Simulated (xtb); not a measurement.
MoO₃, triplet, geometry from GFN2-xTB (such geometries of metal compounds can be far from the true shape) (the multiplicity is a formal guess); GFN2-xTB (xtb).

xtb was given this input:
```
$ xtb mol.xyz --gfn 2 --uhf 2 --hess --json

# file mol.xyz
4

Mo    -0.00000000    -0.00000000    -0.00000000
O     -1.13275813    -1.19874541    -0.10089366
O     -0.10242080     1.31893326    -0.99006873
O      1.23517894    -0.12018786     1.09096239
```

Predict the main parts of the log of this xtb run.


```
   ID    Z sym.   atoms
    1   42 Mo     1
    2    8 O      2-4

           -------------------------------------------------
          |                Calculation Setup                |
           -------------------------------------------------

           -------------------------------------------------
          |                 G F N 2 - x T B                 |
           -------------------------------------------------

          ...................................................
          :                      SETUP                      :
          :.................................................:
          :  # basis functions                  22          :
          :  # atomic orbitals                  21          :
          :  # shells                            9          :
          :  # electrons                        24          :
          :  max. iterations                   250          :
          :  Hamiltonian                  GFN2-xTB          :
          :  restarted?                      false          :
          :  GBSA solvation                  false          :
          :  PC potential                    false          :
          :  electronic temp.          300.0000000     K    :
          :  accuracy                    1.0000000          :
          :  -> integral cutoff          0.2500000E+02      :
          :  -> integral neglect         0.1000000E-07      :
          :  -> SCF convergence          0.1000000E-05 Eh   :
          :  -> wf. convergence          0.1000000E-03 e    :
          :  Broyden damping             0.4000000          :
          :  net charge                          0          :
          :  unpaired electrons                  2          :
          ...................................................

 iter      E             dE          RMSdq      gap      omega  full diag
   1    -13.1438324 -0.131438E+02  0.209E+01    3.50       0.0  T
   2    -13.6945622 -0.550730E+00  0.157E+01    1.32       1.0  T
   3    -14.1701322 -0.475570E+00  0.142E+01    2.48       1.0  T
   4    -14.1702253 -0.930609E-04  0.108E+01    2.75       1.0  T
   5    -13.4966382  0.673587E+00  0.381E+01    3.67       1.0  T
   6    -14.2388266 -0.742188E+00  0.940E+00    3.22       1.0  T
   7    -14.2424328 -0.360619E-02  0.599E+00    3.39       1.0  T
   8    -14.2492881 -0.685529E-02  0.406E+00    3.56       1.0  T
   9    -14.2524632 -0.317509E-02  0.233E+00    3.68       1.0  T
  10    -14.2539408 -0.147762E-02  0.162E+00    3.74       1.0  T
  11    -14.2545840 -0.643215E-03  0.121E+00    3.77       1.0  T
  12    -14.2551944 -0.610370E-03  0.120E-01    3.85       1.0  T
  13    -14.2552030 -0.857876E-05  0.216E-02    3.86       2.3  T
  14    -14.2552028  0.165848E-06  0.148E-02    3.86       3.4  T
  15    -14.2552028  0.149976E-07  0.223E-02    3.86       2.2  T
  16    -14.2552031 -0.303275E-06  0.240E-03    3.86      20.8  T
  17    -14.2552031 -0.982238E-08  0.795E-04    3.86      62.9  T
  18    -14.2552031 -0.341599E-09  0.258E-04    3.86     193.7  T

   *** convergence criteria satisfied after 18 iterations ***

 transition dipole moment (au) for excitation:          12          13
     X       Y       Z
   0.0000   0.0000   0.0000  total (au/Debye):    0.000   0.000
 dE (eV)             :    1.114
 oscillator strength :  0.83380E-15

         :::::::::::::::::::::::::::::::::::::::::::::::::::::
         ::                     SUMMARY                     ::
         :::::::::::::::::::::::::::::::::::::::::::::::::::::
         :: total energy             -14.185683922805 Eh    ::
         :: gradient norm              0.000018055319 Eh/a0 ::
         :: HOMO-LUMO gap              3.859729349402 eV    ::
         ::.................................................::
         :: SCC energy               -14.255202966579 Eh    ::
         :: -> isotropic ES            0.105869404933 Eh    ::
         :: -> anisotropic ES          0.000277588226 Eh    ::
         :: -> anisotropic XC         -0.001099466618 Eh    ::
         :: -> dispersion             -0.002268965970 Eh    ::
         :: repulsion energy           0.069519043774 Eh    ::
         :: add. restraining           0.000000000000 Eh    ::
         :: total charge              -0.000000000000 e     ::
         :::::::::::::::::::::::::::::::::::::::::::::::::::::

           -------------------------------------------------
          |                Numerical Hessian                |
           -------------------------------------------------
step length          :   0.00500
SCC accuracy         :   0.30000
Hessian scale factor :   1.00000
frozen atoms in %    :   0.00000    0
RMS gradient         :   0.00002
estimated CPU  time      0.00 min

writing file <hessian>.

 projected vibrational frequencies (cm⁻¹)
eigval :       -0.00    -0.00    -0.00     0.00     0.00     0.00
eigval :      166.75   173.95   173.95   811.52   871.09   871.09
           -------------------------------------------------
          |                Property Printout                |
           -------------------------------------------------

    * Orbital Energies and Occupations

         #    Occupation            Energy/Eh            Energy/eV
      -------------------------------------------------------------
         1        2.0000           -0.7372184             -20.0607
         2        2.0000           -0.7204577             -19.6047
         3        2.0000           -0.7204576             -19.6046
         4        2.0000           -0.5499154             -14.9640
         5        2.0000           -0.5499154             -14.9640
         6        2.0000           -0.5480254             -14.9125
         7        2.0000           -0.5386113             -14.6564
         8        2.0000           -0.5386113             -14.6564
         9        2.0000           -0.5372601             -14.6196
        10        1.9911           -0.5068282             -13.7915
[...]

 Mol. C6AA /au·bohr⁶  :        981.238193
 Mol. C8AA /au·bohr⁸  :      64391.242812
 Mol. α(0) /au        :         62.578186

Wiberg/Mayer (AO) data.
largest (>0.10) Wiberg bond orders for each atom

 ---------------------------------------------------------------------------
     #   Z sym  total        # sym  WBO       # sym  WBO       # sym  WBO
 ---------------------------------------------------------------------------
     1  42 Mo   5.755 --     3 O    1.918     2 O    1.918     4 O    1.918
     2   8 O    2.307 --     1 Mo   1.918     3 O    0.194     4 O    0.194
     3   8 O    2.307 --     1 Mo   1.918     2 O    0.194     4 O    0.194
     4   8 O    2.307 --     1 Mo   1.918     3 O    0.194     2 O    0.194
 ---------------------------------------------------------------------------

Topologies differ in total number of bonds
Writing topology from bond orders to xtbtopo.mol

molecular dipole:
                 x           y           z       tot (Debye)
 q only:       -0.000       0.000      -0.000
   full:       -0.000       0.000      -0.000       0.000
molecular quadrupole (traceless):
                xx          xy          yy          xz          yz          zz
 q only:       -0.179      -2.161      -0.927      -3.144       2.647       1.106
  q+dip:       -0.162      -1.951      -0.837      -2.839       2.390       0.998
   full:       -0.168      -2.031      -0.871      -2.955       2.487       1.039

           -------------------------------------------------
          |               Frequency Printout                |
           -------------------------------------------------
 projected vibrational frequencies (cm⁻¹)
eigval :       -0.00    -0.00    -0.00     0.00     0.00     0.00
eigval :      166.75   173.95   173.95   811.52   871.09   871.09
Molecule has the following symmetry elements: (C3) 3*(C2) (S3) 4*(sigma)
It seems to be the D3h point group
 reduced masses (amu)
   1: 38.74   2: 40.06   3: 53.34   4: 65.90   5: 35.26   6: 22.59   7: 42.66   8: 26.43
   9: 26.43  10: 16.00  11: 32.23  12: 32.23
 IR intensities (km·mol⁻¹)
   1:  0.00   2:  0.00   3:  0.00   4:  0.00   5:  0.00   6:  0.00   7: 64.11   8: 37.65
   9: 37.73  10:  0.00  11:  0.63  12:  0.65
 Raman intensities (Ä⁴*amu⁻¹)
   1:  0.00   2:  0.00   3:  0.00   4:  0.00   5:  0.00   6:  0.00   7:  0.00   8:  0.00
   9:  0.00  10:  0.00  11:  0.00  12:  0.00
 output can be read by thermo (or use thermo option).
 writing <g98.out> molden fake output.
 recommended (thermochemical) frequency scaling factor: 1.0
           -------------------------------------------------
          |             Thermodynamic Functions             |
           -------------------------------------------------

d3h symmetry found (for desy threshold:  0.10E+00) used in thermo

          ...................................................
          :                      SETUP                      :
          :.................................................:
          :  # frequencies                           6      :
          :  # imaginary freq.                       0      :
          :  linear?                             false      :
          :  only rotor calc.                    false      :
          :  symmetry                              d3h      :
          :  rotational number                       6      :
          :  scaling factor                  1.0000000      :
          :  rotor cutoff                   50.0000000 cm⁻¹ :
          :  imag. cutoff                  -20.0000000 cm⁻¹ :
          :.................................................:

    mode    ω/cm⁻¹     T·S(HO)/kcal·mol⁻¹    T·S(FR)/kcal·mol⁻¹   T·S(vib)
   ------------------------------------------------------------------------
       1    166.75    -0.73698 ( 99.20%)    -0.69940 (  0.80%)    -0.73668
       2    173.95    -0.71329 ( 99.32%)    -0.68689 (  0.68%)    -0.71311
       3    173.95    -0.71327 ( 99.32%)    -0.68688 (  0.68%)    -0.71309
   ------------------------------------------------------------------------

   temp. (K)  partition function   enthalpy   heat capacity  entropy
                                   cal/mol     cal/K/mol   cal/K/mol   J/K/mol
 298.15  VIB   5.90                 1264.879      7.327      7.766
         ROT  0.955E+04              888.752      2.981     21.193
         INT  0.563E+05             2153.631     10.308     28.959
         TR   0.167E+28             1481.254      4.968     40.786
         TOT                        3634.8850    15.2759    69.7443   291.8101

       T/K    H(0)-H(T)+PV         H(T)/Eh          T*S/Eh         G(T)/Eh
   ------------------------------------------------------------------------
    298.15    0.579256E-02    0.127828E-01    0.331378E-01   -0.203550E-01
   ------------------------------------------------------------------------

         :::::::::::::::::::::::::::::::::::::::::::::::::::::
         ::                  THERMODYNAMIC                  ::
         :::::::::::::::::::::::::::::::::::::::::::::::::::::
         :: total free energy         -14.206038907870 Eh   ::
         ::.................................................::
         :: total energy              -14.185683922908 Eh   ::
         :: zero point energy           0.006990222579 Eh   ::
         :: G(RRHO) w/o ZPVE           -0.027345207541 Eh   ::
         :: G(RRHO) contrib.           -0.020354984962 Eh   ::
         :::::::::::::::::::::::::::::::::::::::::::::::::::::

           -------------------------------------------------
          | TOTAL ENERGY              -14.185683922908 Eh   |
          | TOTAL ENTHALPY            -14.172901142289 Eh   |
          | TOTAL FREE ENERGY         -14.206038907870 Eh   |
          | GRADIENT NORM               0.000017446199 Eh/α |
          | HOMO-LUMO GAP               3.859751842912 eV   |
           -------------------------------------------------

normal termination of xtb
```
